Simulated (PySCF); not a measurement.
The numbers below are computed, except where a source is named.
## SiBH8N4O2(-)

The system: SiBH8N4O2(-), a molecule drawn as a unit of a network glass or zeolite (built as: B4 Si, NH2 ends, O bridges); charge -1, singlet. The structure, one conformer, was relaxed in the gas phase by PBE0-D3(BJ)/def2-SVP. No frequency run checks that it is a minimum.

SMILES: N[B-]1(N)O[Si](N)(N)O1

| atom | x (Å) | y (Å) | z (Å) |
| --- | --- | --- | --- |
| N1 | -2.219 | -0.697 | 0.707 |
| Si2 | -0.539 | -0.206 | 0.716 |
| N3 | -0.212 | -0.181 | 2.435 |
| O4 | -0.303 | 1.097 | -0.260 |
| B5 | 0.796 | 0.253 | -0.983 |
| N6 | 2.211 | 0.773 | -0.858 |
| N7 | 0.418 | 0.086 | -2.439 |
| O8 | 0.636 | -1.023 | -0.093 |
| H9 | -2.635 | -0.694 | -0.219 |
| H10 | -2.413 | -1.585 | 1.160 |
| H11 | 0.761 | 0.002 | 2.659 |
| H12 | -0.806 | 0.433 | 2.984 |
| H13 | 2.452 | 0.841 | 0.130 |
| H14 | 2.216 | 1.732 | -1.206 |
| H15 | 0.973 | -0.683 | -2.813 |
| H16 | -0.551 | -0.225 | -2.495 |

Shieldings: GIAO PBE0/aug-pcSseg-1.  Core levels by delta-SCF with SCAN, aug-pcX-2 on the ionised atom and aug-pcseg-1 elsewhere, spin-free X2C (2p3/2 is the spin-free 2p value less a third of a first-order spin-orbit splitting); from the vacuum level, for chosen atoms.

Task: Give the shieldings and core levels atom by atom.

Result: 
| atoms | bonded to | σ (ppm) | δ (ppm) | core level (eV) |
| --- | --- | --- | --- | --- |
| N1 N3 | 1 Si + 2 H | 229.7 | - | 1s 400.57 |
| Si2 | 2 N + 2 O | 390.1 | - | 2p3/2 102.53 |
| O4 O8 | 1 B + 1 Si | 192.0 | - | 1s 531.42 |
| B5 | 2 N + 2 O | 97.3 | - | 1s 191.32 |
| N6 N7 | 1 B + 2 H | 214.9 | - | 1s 399.07 |
| H9 H11 | 1 N | 31.43 | - | - |
| H10 H12 | 1 N | 31.28 | - | - |
| H13 H16 | 1 N | 32.41 | - | - |
| H14 H15 | 1 N | 31.92 | - | - |

Values are those of this one static structure; atoms that internal rotation interchanges would show their mean in an NMR spectrum.

Task: Which of N1, N6 holds its core electrons tightest, and by how much against the loosest?

Result: N1 (bonded to 1 Si + 2 H), by 1.50 eV over N6 (bonded to 1 B + 2 H).

Task: By CAM-B3LYP/def2-SVPD (TDDFT singlets, Tamm-Dancoff triplets, ionisation by delta-SCF), where does absorption start, and what does vertical ionisation take?

Result: The lowest singlet lies at 5.27 eV (f 0.038), the lowest triplet at 5.09 eV; vertical ionisation takes 4.28 eV.

Excited states of gas-phase anions may lie above the detachment limit and hang on the basis.

The 3 runs behind this took 8.5 min in all, one thread each of Arm Neoverse V1 on a shared host, launched as `OMP_NUM_THREADS=1 python cluster_run.py task.json out`.
